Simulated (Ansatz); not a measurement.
Heat of formation of CHBr2Cl (chlorodibromomethane) from total energies

CHBr2Cl has 5 atoms, charge 0, and is taken as a singlet. SMILES: `ClC(Br)Br`. Geometry: relaxed at PBE0-D4/def2-TZVP.

Total energies at r2SCAN/def2-SVP (Ansatz 0.2.0); the atoms run unrestricted:

| species | state | energy (Eh) |
| --- | --- | --- |
| CHBr2Cl | singlet | -5646.335871 |
| Cl | doublet | -459.959986 |
| C | triplet | -37.787389 |
| Br | doublet | -2573.787497 |
| H | doublet | -0.499209 |

Harmonic wavenumbers at PBE0-D4/def2-TZVP, in cm⁻¹: 167, 201, 284, 580, 679, 769, 1171, 1214, 3194.

Measured heats of formation of the gaseous atoms at 298.15 K, in kJ/mol: Cl 121.3, C 716.9, Br 111.9, H 218.0. Spin-orbit lowering of the atoms at 298 K (mean of the ground term's levels less their thermal mean, from spectra), in kJ/mol: Cl 3.44, C 0.02, Br 14.69. Take 1 Eh = 2625.50 kJ/mol, 1 cm⁻¹ = 0.0119627 kJ/mol, RT = 2.479 kJ/mol.

Question: Work out the heat of formation of the gas at 298 K.

Answer: 
1. Electronic atomisation energy: (-459.959986) + (-37.787389) + 2 × (-2573.787497) + (-0.499209) − (-5646.335871) = 0.514293 Eh = 1350.3 kJ/mol.
2. Zero-point energy: half the sum of the wavenumbers, 4129.5 cm⁻¹ = 49.4 kJ/mol.
3. Thermal vibrational enthalpy, Σ hcν̃/(exp(hcν̃/kT) − 1): 5.3 kJ/mol. Translation, rotation and pV of a non-linear molecule: 4 RT = 9.9 kJ/mol.
4. The 5 free atoms carry 5/2 RT each: 31.0 kJ/mol.
5. Spin-orbit coupling lowers the free atoms by 3.44 + 0.02 + 2 × 14.69 = 32.8 kJ/mol.
6. Atomisation enthalpy at 298 K: 1350.3 − 32.8 − 49.4 − 5.3 − 9.9 + 31.0 = 1283.9 kJ/mol.
7. Sum of the atoms' heats of formation: 1280.0 kJ/mol. Heat of formation: 1280.0 − 1283.9 = -3.9 kJ/mol.

The tabulated value is -3.0 kJ/mol (Active Thermochemical Tables), so this level is off by -0.9 kJ/mol, or 0.1 % of the atomisation enthalpy that the table implies (1282.9 kJ/mol). So close a hit in a small basis owes something to errors that cancel. Relativity is left out. Anharmonicity and any spin-orbit splitting of the molecule are left out.
